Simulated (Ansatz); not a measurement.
System: C$_{2}$H$_{3}$ClF$_{2}$, charge 0, singlet. C2H3ClF2 (SMILES CC(F)(F)Cl).
B3LYP-D3(BJ)/def2-TZVP minimum from Ansatz (a quantum-chemistry and plane-wave program):
```xyz
8

C     -1.6208    -0.2625     0.1709
C     -0.1749     0.1359     0.2742
F      0.3703    -0.3116     1.4279
F     -0.0415     1.4816     0.2762
Cl     0.8069    -0.5122    -1.0860
H     -1.7051    -1.3465     0.1880
H     -2.0423     0.1218    -0.7551
H     -2.1547     0.1614     1.0218
```

Total energies in hartree (Ansatz). UHF or UKS for unpaired electrons; spin-orbit terms are left out. Cores are frozen in correlated methods. No relativity. Where a partner has so few electrons that a lower coupled-cluster level is exact, that level stands in.

```tsv
species	HF/cc-pV(T+d)Z	CCSD(T)/cc-pV(T+d)Z	HF/cc-pV(Q+d)Z	CCSD(T)/cc-pV(Q+d)Z	CCSD(T)/cc-pV(D+d)Z	CCSDT(Q)/cc-pV(D+d)Z
1: C2H3ClF2 (SMILES CC(F)(F)Cl)	-735.99068	-737.08825	-736.01561	-737.19942	-736.72749	-736.73004
2: C (triplet)	-37.69157	-37.78076	-37.69331	-37.78654	-37.76038	-37.76071
3: F (doublet)	-99.40552	-99.62036	-99.41377	-99.65026	-99.52757	-99.52776
4: Cl (doublet)	-459.48556	-459.67356	-459.48916	-459.69449	-459.60403	-459.60445
5: H (doublet)	-0.49981	-0.49981	-0.49995	-0.49995	-0.49928	-0.49928
```

Task: Work out the atomisation energy (electronic, to ground-state atoms) in kJ/mol: take Hartree-Fock from cc-pV(Q+d)Z, extrapolate the CCSD(T) correlation energy as X^-3 (X = 3, 4), and add CCSDT(Q) - CCSD(T) in cc-pV(D+d)Z. 1 hartree = 2625.5 kJ/mol.

Result: 
Species 1: correlation (64·(-1.18381) - 27·(-1.09757))/37 = -1.24674; step -0.00255; E1 = -736.01561 + (-1.24674) + (-0.00255) = -737.26490
Species 2: correlation (64·(-0.09323) - 27·(-0.08919))/37 = -0.09618; step -0.00033; E2 = -37.69331 + (-0.09618) + (-0.00033) = -37.78982
Species 3: correlation (64·(-0.23649) - 27·(-0.21484))/37 = -0.25229; step -0.00019; E3 = -99.41377 + (-0.25229) + (-0.00019) = -99.66625
Species 4: correlation (64·(-0.20533) - 27·(-0.18800))/37 = -0.21798; step -0.00042; E4 = -459.48916 + (-0.21798) + (-0.00042) = -459.70756
Species 5: correlation (64·(0.00000) - 27·(0.00000))/37 = 0.00000; step +0.00000; E5 = -0.49995 + (0.00000) + (+0.00000) = -0.49995
-1·E1 +2·E2 +2·E3 +1·E4 +3·E5 = 1.14535 hartree = 3007.1 kJ/mol.
